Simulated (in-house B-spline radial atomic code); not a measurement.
Inner levels of gold as electrons are removed. A shift is the extra binding of the orbital against the neutral atom ([Xe] 4f14 5d10 6s1). The density at the nucleus is averaged over the nuclear charge. Computed with an all-electron radial atomic-structure program (B-spline basis): Dirac-Hartree-Fock, average of the configuration, finite nuclei.

| ion | configuration | shift of 4p1/2 (eV) | shift of 3d3/2 (eV) | shift of 3s1/2 (eV) | radius of 4p1/2 (bohr) | radius of 3d3/2 (bohr) | radius of 3s1/2 (bohr) | Σ<r²> (bohr²) | change of density at nucleus (bohr⁻³) |
| --- | --- | --- | --- | --- | --- | --- | --- | --- | --- |
| Au | [Xe] 4f14 5d10 6s1 | 0 | 0 | 0 | 0.40988 | 0.16494 | 0.18296 | 59.955 | - |
| Au+ | [Xe] 4f14 5d10 | 8.3739 | 8.3645 | 8.342 | 0.40988 | 0.16494 | 0.18296 | 47.487 | -109.03 |
| Au2+ | [Xe] 4f14 5d9 | 21.969 | 21.971 | 21.958 | 0.40988 | 0.16494 | 0.18296 | 41.787 | -92.73 |
| Au3+ | [Xe] 4f14 5d8 | 37.129 | 37.179 | 37.171 | 0.40987 | 0.16494 | 0.18296 | 37.309 | -68.76 |
| Au4+ | [Xe] 4f14 5d7 | 53.615 | 53.756 | 53.751 | 0.40986 | 0.16494 | 0.18295 | 33.589 | -37.41 |
| Au5+ | [Xe] 4f14 5d6 | 71.267 | 71.552 | 71.544 | 0.40984 | 0.16494 | 0.18295 | 30.392 | 0.98 |
| Au6+ | [Xe] 4f14 5d5 | 89.975 | 90.459 | 90.443 | 0.40981 | 0.16494 | 0.18295 | 27.581 | 46.05 |
| Au7+ | [Xe] 4f14 5d4 | 109.65 | 110.4 | 110.37 | 0.40977 | 0.16493 | 0.18294 | 25.067 | 97.55 |
| Au8+ | [Xe] 4f14 5d3 | 130.24 | 131.31 | 131.26 | 0.40971 | 0.16493 | 0.18294 | 22.79 | 155.21 |
| Au9+ | [Xe] 4f14 5d2 | 151.67 | 153.14 | 153.07 | 0.40965 | 0.16492 | 0.18293 | 20.709 | 218.83 |
| Au10+ | [Xe] 4f14 5d1 | 173.92 | 175.87 | 175.76 | 0.40957 | 0.16491 | 0.18292 | 18.792 | 288.2 |
| Au11+ | [Xe] 4f14 | 196.94 | 199.44 | 199.29 | 0.40947 | 0.1649 | 0.18291 | 17.014 | 363.2 |
| Au12+ | [Kr] 4d10 4f14 5s2 5p5 | 223.35 | 226.73 | 226.45 | 0.40972 | 0.16489 | 0.1829 | 15.705 | 440.03 |
| Au13+ | [Kr] 4d10 4f14 5s2 5p4 | 250.33 | 254.69 | 254.27 | 0.40961 | 0.16487 | 0.18289 | 14.458 | 519.14 |
| Au14+ | [Kr] 4d10 4f14 5s2 5p3 | 277.88 | 283.31 | 282.73 | 0.40949 | 0.16486 | 0.18288 | 13.267 | 600.57 |
| Au15+ | [Kr] 4d10 4f14 5s2 5p2 | 305.98 | 312.57 | 311.83 | 0.40934 | 0.16484 | 0.18287 | 12.127 | 684.23 |
| Au16+ | [Kr] 4d10 4f14 5s2 5p1 | 334.62 | 342.48 | 341.56 | 0.40918 | 0.16482 | 0.18285 | 11.035 | 770.1 |
| Au17+ | [Kr] 4d10 4f14 5s2 | 363.79 | 373.01 | 371.9 | 0.40899 | 0.16479 | 0.18284 | 9.9871 | 858.16 |
| Au18+ | [Kr] 4d10 4f13 5s2 | 407.5 | 420.9 | 420.06 | 0.40744 | 0.16476 | 0.18282 | 9.4892 | 1107.99 |
| Au19+ | [Kr] 4d10 4f12 5s2 | 452.37 | 470.45 | 469.9 | 0.40582 | 0.16472 | 0.1828 | 9.0236 | 1369.86 |
| Au20+ | [Kr] 4d10 4f12 5s1 | 485.17 | 504.98 | 503.82 | 0.4054 | 0.16469 | 0.1828 | 8.2045 | -432.08 |
| Au21+ | [Kr] 4d10 4f12 | 518.45 | 540.09 | 538.31 | 0.40498 | 0.16466 | 0.1828 | 7.412 | -2321.78 |
| Au22+ | [Kr] 4d10 4f11 | 565.7 | 592.9 | 591.35 | 0.40323 | 0.16461 | 0.18278 | 7.0302 | -2193.96 |
